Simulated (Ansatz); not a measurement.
Start from `CO[SiH2]C` and change one atom or group to get `CO[SiH2][AlH][CH3]`.

Ansatz, PBE0-D4/def2-TZVP geometries, multiplicity 1. Each molecule was computed in one conformer, which needn't be the lowest.

```tsv
property	`CO[SiH2]C`
LUMO energy (B3LYP/def2-TZVPP) / eV	0.63
size of the dipole moment (B3LYP/def2-TZVPP) / D	1.44
HOMO energy (PBE0/def2-TZVPP) / eV	-7.95
HOMO–LUMO gap (B3LYP/def2-TZVPP) / eV	8.36
HOMO–LUMO gap (ωB97M-V/def2-TZVPP) / eV	12.77
HOMO–LUMO gap (PBE0/def2-TZVPP) / eV	8.82
```

Q: What does the change do to each property? (Best estimate.)

A: The calculation gave: 
| property | `CO[SiH2][AlH][CH3]` | shift |
| --- | --- | --- |
| LUMO energy (B3LYP/def2-TZVPP) / eV | -1.88 | -2.51 |
| size of the dipole moment (B3LYP/def2-TZVPP) / D | 1.63 | 0.19 |
| HOMO energy (PBE0/def2-TZVPP) / eV | -6.86 | 1.09 |
| HOMO–LUMO gap (B3LYP/def2-TZVPP) / eV | 4.80 | -3.56 |
| HOMO–LUMO gap (ωB97M-V/def2-TZVPP) / eV | 8.82 | -3.95 |
| HOMO–LUMO gap (PBE0/def2-TZVPP) / eV | 5.17 | -3.65 |

With PBE0 the HOMO rises by 1.09 eV and the LUMO falls by 2.56 eV, so the gap narrows by about 3.65 eV. PBE moves the HOMO by 0.75 eV and ωB97M-V by 1.41 eV. Dipoles are sizes alone; their direction can turn.

B3LYP here is the variant with VWN-RPA as its local correlation; programs differ in this.
